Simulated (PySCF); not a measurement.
# `InChI=1S/C6H10OSi/c1-3-5-7-8-6-4-2/h3H,1,5,8H2,2H3`

Molfile (atoms numbered from 1):
```
C6H10OSi
     RDKit          3D

 18 17  0  0  0  0  0  0  0  0999 V2000
   -2.4838    1.4304    0.9128 C   0  0  0  0  0  0  0  0  0  0  0  0
   -2.6151    0.3911    0.1122 C   0  0  0  0  0  0  0  0  0  0  0  0
   -1.6800   -0.7811    0.0824 C   0  0  0  0  0  0  0  0  0  0  0  0
   -0.6987   -0.6946    1.0653 O   0  0  0  0  0  0  0  0  0  0  0  0
    0.8539   -1.1635    1.0342 Si  0  0  0  0  0  4  0  0  0  0  0  0
    1.7314   -0.4618   -0.4370 C   0  0  0  0  0  0  0  0  0  0  0  0
    2.2575    0.0324   -1.4024 C   0  0  0  0  0  0  0  0  0  0  0  0
    2.9002    0.6230   -2.5558 C   0  0  0  0  0  0  0  0  0  0  0  0
   -1.6681    1.4882    1.6127 H   0  0  0  0  0  0  0  0  0  0  0  0
   -3.1796    2.2514    0.8998 H   0  0  0  0  0  0  0  0  0  0  0  0
   -3.4287    0.3194   -0.5974 H   0  0  0  0  0  0  0  0  0  0  0  0
   -2.2590   -1.7050    0.2341 H   0  0  0  0  0  0  0  0  0  0  0  0
   -1.2241   -0.8438   -0.9169 H   0  0  0  0  0  0  0  0  0  0  0  0
    0.9800   -2.6258    0.9481 H   0  0  0  0  0  0  0  0  0  0  0  0
    1.3052   -0.5811    2.2897 H   0  0  0  0  0  0  0  0  0  0  0  0
    3.9619    0.7676   -2.3562 H   0  0  0  0  0  0  0  0  0  0  0  0
    2.7900   -0.0297   -3.4219 H   0  0  0  0  0  0  0  0  0  0  0  0
    2.4481    1.5893   -2.7801 H   0  0  0  0  0  0  0  0  0  0  0  0
  1  2  2  0
  2  3  1  0
  3  4  1  0
  4  5  1  0
  5  6  1  0
  6  7  3  0
  7  8  1  0
  1  9  1  0
  1 10  1  0
  2 11  1  0
  3 12  1  0
  3 13  1  0
  5 14  1  0
  5 15  1  0
  8 16  1  0
  8 17  1  0
  8 18  1  0
M  END
```

Computed, not measured: PySCF, GIAO B3LYP/pcSseg-1 magnetisability, rotational g tensor and spin-rotation constants, non-relativistic, gas phase. Geometry: GFN2-xTB.

(1) Give the nuclear spin-rotation constants along the inertial axes (H = +C I·J) beside the isotropic shieldings.

(2) How do the rotational constants and the g tensor change when H9, H10, H11, H12, H13, H14, H15, H16, H17, H18 are replaced by deuterium?

Answers

(1) Rotational constants 2.3949, 0.8333, 0.6826 GHz. A star marks the isotopologue with that one atom substituted, in its own axes.
```
atom  isotope  Caa (kHz)  Cbb (kHz)  Ccc (kHz)  mean (kHz)  σ (ppm)
  H9       1H     -0.184     -0.026     -0.004      -0.071     26.0
 H10       1H     -0.087     -0.002     -0.057      -0.049     26.4
 H11       1H     -0.181     -0.020     -0.011      -0.071     25.8
 H12       1H     -0.132     -0.048     -0.018      -0.066     27.3
 H13       1H     -0.001     -0.058     -0.049      -0.036     27.3
 H14       1H     -0.213     -0.021     -0.006      -0.080     26.8
 H15       1H     -0.221     -0.055      0.022      -0.085     26.9
 H16       1H     -0.053     -0.083     -0.049      -0.062     29.8
 H17       1H     -0.235     -0.090      0.008      -0.106     29.8
 H18       1H     -0.237     -0.005     -0.060      -0.101     29.7
  C1     13C*      0.606      0.280      0.213       0.366     63.6
  C2     13C*      0.702      0.317      0.240       0.419     36.9
  C3     13C*      0.574      0.177      0.150       0.300    113.9
  O4     17O*     -0.168     -0.050     -0.057      -0.091    310.6
 Si5    29Si*     -1.326     -0.494     -0.405      -0.742    392.5
  C6     13C*      0.452      0.164      0.248       0.288     99.3
  C7     13C*      0.515      0.204      0.283       0.334     70.3
  C8     13C*      0.302      0.105      0.091       0.166    176.3
```
For the geometry as given, no vibrational averaging.

(2) Constants 1.9780, 0.7225, 0.5965 GHz; g -0.0137, -0.0051, -0.0065, against -0.0166, -0.0058, -0.0074 before.
